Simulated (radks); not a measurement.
Values are calculated unless marked as measured or tabulated.
Task: All-electron atom: Pd in [Ar] 3d10 4s2 4p5 4d10 4f1 (not the ground configuration). Code: a radial shooting solver on a logarithmic mesh with Libxc functionals. Model: Dirac Kohn-Sham, PBE, spin-unpolarised, spherical densities, point nucleus; open shells are shared between the two j in proportion to 2j + 1. Some entries of the table are withheld. Estimate them.

| orbital | occ. | eigenvalue (eV) | <r^2> (bohr^2) |
|---|---|---|---|
| 1s1/2 | 2 | -24166.23 | 0.001371 |
| 2s1/2 | 2 | (1) | 0.02250 |
| 2p1/2 | 2 | (2) | 0.01685 |
| 2p3/2 | 4 | (3) | 0.01818 |
| 3s1/2 | 2 | -647.7635 | 0.1645 |
| 3p1/2 | 2 | -546.9570 | (4) |
| 3p3/2 | 4 | -519.1646 | (5) |
| 3d3/2 | 4 | -340.6682 | 0.1509 |
| 3d5/2 | 6 | -335.1269 | 0.1537 |
| 4s1/2 | 2 | -96.3510 | 1.007 |
| 4p1/2 | 1.66667 | -65.1056 | 1.180 |
| 4p3/2 | 3.33333 | -60.5997 | 1.254 |
| 4d3/2 | 4 | -14.0221 | 2.464 |
| 4d5/2 | 6 | -13.5231 | 2.540 |
| 4f5/2 | 0.428571 | -0.4359 | (6) |
| 4f7/2 | 0.571429 | -0.4359 | (7) |

Result: 
(1) 2s1/2 eigenvalue (eV): -3537.724
(2) 2p1/2 eigenvalue (eV): -3282.380
(3) 2p3/2 eigenvalue (eV): -3122.942
(4) 3p1/2 <r^2> (bohr^2): 0.1602
(5) 3p3/2 <r^2> (bohr^2): 0.1695
(6) 4f5/2 <r^2> (bohr^2): 330.0
(7) 4f7/2 <r^2> (bohr^2): 330.0
